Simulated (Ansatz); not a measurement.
```yaml
atoms:
  - { symbol: C, position_ang: [1.4800, 0.0000, 0.0000] }
  - { symbol: C, position_ang: [0.7400, 1.2817, 0.0000] }
  - { symbol: C, position_ang: [-0.7400, 1.2817, 0.0000] }
  - { symbol: C, position_ang: [-1.4800, 0.0000, 0.0000] }
  - { symbol: C, position_ang: [-0.7400, -1.2817, 0.0000] }
  - { symbol: C, position_ang: [0.7400, -1.2817, 0.0000] }
  - { symbol: H, position_ang: [2.5650, 0.0000, 0.0000] }
  - { symbol: H, position_ang: [1.2825, 2.2214, 0.0000] }
  - { symbol: H, position_ang: [-1.2825, 2.2214, 0.0000] }
  - { symbol: H, position_ang: [-2.5650, 0.0000, 0.0000] }
  - { symbol: H, position_ang: [-1.2825, -2.2214, 0.0000] }
  - { symbol: H, position_ang: [1.2825, -2.2214, 0.0000] }
```

Basis set: def2-TZVP (spherical functions). Charge 0, multiplicity 1.

Computed with Ansatz (development build ahead of 0.2.0); each method stands on the lowest determinant of its kind that the runs found. Restricted functionals stand beside restricted open-shell atoms, which can lie above the unrestricted atoms usual in DFT and then raise those values.

Q: Give the atomization energy at this shape (free ground-state atoms in the same class of orbitals less the molecule, no zero-point energy) of singlet C₆H₆ by ωB97X (restricted), PBE0 (restricted), PBE0 (unrestricted), UHF, RHF.

A:

| method | atomization energy |
| --- | --- |
| ωB97X (restricted) | 58.51 eV |
| PBE0 (restricted) | 59.25 eV |
| PBE0 (unrestricted) | 58.94 eV |
| UHF | 43.48 eV |
| RHF | 43.84 eV |

Caution: the shape is not the minimum. Caution for ωB97X (restricted): no unrestricted run beside it, a lower state can exist. Caution for UHF: the unrestricted determinant is a mixture of spin states. Caution for RHF: an unrestricted determinant lies well below.
